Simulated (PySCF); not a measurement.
Structure problem from calculated spectra and properties.

Formula: C4H11AlCl3N.

* NMR, other nuclei: isotropic shieldings of nuclei other than C and H, by class: 211 (1 N), 433 (1 Al), 496 (3 Cl) ppm [GIAO KT2/pcSseg-1]
* Valence photoelectron: vertical ionisation energy: 9.14 eV [ΔSCF B3LYP/def2-SVPD]
* Triplet: lowest triplet excitation (Tamm–Dancoff): 4.78 eV [TDA B3LYP/def2-SVPD]
* UV, first state: lowest singlet excitation: 5.22 eV (237 nm, f = 0.012) [TDDFT B3LYP/def2-SVPD]
* Dipole: 6.44 D [B3LYP/def2-SVPD]
* 1H NMR: chemical shifts (computed TMS as zero) by class: 3.95 (2 H), 2.60 (9 H) ppm [GIAO KT2/pcSseg-1]
* 13C NMR: chemical shifts (computed TMS as zero) by class: 124.5 (1 C), 49.1 (3 C) ppm [GIAO KT2/pcSseg-1]
* UV, strongest line: among the 10 lowest singlet transitions: S9 at 6.78 eV (183 nm, f = 0.040) [TDDFT B3LYP/def2-SVPD]
* Rotational structure: rotational constants A, B, C: 1.216, 0.535, 0.530 GHz [PBE0-D3(BJ)/def2-SVP]
* Polarisability: 129.5 au [B3LYP/def2-SVPD]

The electronic properties come from PySCF, for the isolated species, density fitting. Levels stand in brackets. Isolated species at its PBE0-D3(BJ)/def2-SVP geometry, gas phase. NMR classes are plain means over equivalent atoms (diastereotopic ones count apart unless rotation or inversion swaps them), as if these changed places fast.

Question: Propose a structure and show how it fits.

Answer: Numbering: `[CH3:1][N+:2]([CH3:3])([CH3:4])[AlH2-:5][C:6]([Cl:7])([Cl:8])[Cl:9]`. 4 carbons fall into 2 classes; from least to most shielded: CCl3 carbon [C6] (124.5 ppm), N-methyl carbon [C1/C3/C4] (49.1 ppm, 3 C, up to 2.0 ppm apart in this geometry). Hydrogen classes from least to most shielded: 2 H on an aluminium bonded to C, N and 2 H, Al5 (3.95 ppm), 9 H on 3 N-methyl carbons, C1/C3/C4 (2.60 ppm, a mean of values up to 1.8 ppm apart in this geometry). The other shieldings belong to: 211 ppm, nitrogen bonded to Al and 3 C [N2]; 433 ppm, aluminium bonded to C, N and 2 H [Al5]; 496 ppm, chlorine of a CCl3 group [Cl7/Cl8/Cl9]. S1 is mainly HOMO→LUMO (weight 0.98); the largest Löwdin shares of the orbital it empties are 0.28 on the CCl3 carbon and 0.18 on each of 3 atoms of one kind (chlorine of a CCl3 group), of the orbital it fills 0.24 on each of 2 atoms of one kind (chlorine of a CCl3 group), 0.23 on the CCl3 carbon and 0.21 on a chlorine of a CCl3 group. The optimised geometry has point group Cs and is an asymmetric top. Structure: `C[N+](C)(C)[AlH2-][C](Cl)(Cl)Cl`. The assignments are read from this structure; whether some other isomer fits the data as well wasn't checked. NMR values of atoms bound to several Cl lack the spin–orbit term that these neighbours bring.

Shape of the structure used: `[CH3:1][N+:2]([CH3:3])([CH3:4])[AlH2-:5][C:6]([Cl:7])([Cl:8])[Cl:9]`: C1–N2–Al5–C6 -61°, N2–Al5–C6–Cl7 180°.
